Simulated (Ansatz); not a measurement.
The cluster NiI₂, relaxed as a singlet with RKS r2SCAN-D4/def2-TZVP in Ansatz, starting from the GFN2-xTB geometry. Force threshold 0.02 eV/Å.

In the def2 sets I takes a core potential; there is no spin–orbit coupling. The restricted singlet is unstable towards broken spin symmetry in Hartree–Fock (as tested in another run); at r2SCAN-D4/def2-TZVP this wasn't settled. In the singlet, I2 and I3 lie 2.93 Å apart (atoms count from 1), so these atoms are partly bonded to each other. Another isomer (triplet) lies 3.10 eV lower at PBE0-D4/def2-TZVP; other spin states weren't run for this one.

Start:

```xyz
3

Ni   -0.144   -1.865    0.554
I    -0.730    0.380    0.725
I     0.874    1.486   -1.279
```

```csv
step,energy (eV),largest force component (eV/Å),SCF passes
1,-57251.7993,1.134,29
2,-57251.8782,0.068,34
3,-57251.8789,0.011,28
```

Force components are those of the run's own axes.

End:

```csv
atom,x (Å),y (Å),z (Å)
Ni1,-0.186,-1.888,0.605
I2,-0.725,0.310,0.734
I3,0.911,1.577,-1.339
```

By distances, no bond broke or formed. The bond that changes most is I2–I3, from 2.80 to 2.93 Å (atoms count from 1).

No frequencies were taken in this run, so the end may be a saddle point.

Run time 6 s (4 threads of Arm Neoverse V2 on a shared host).
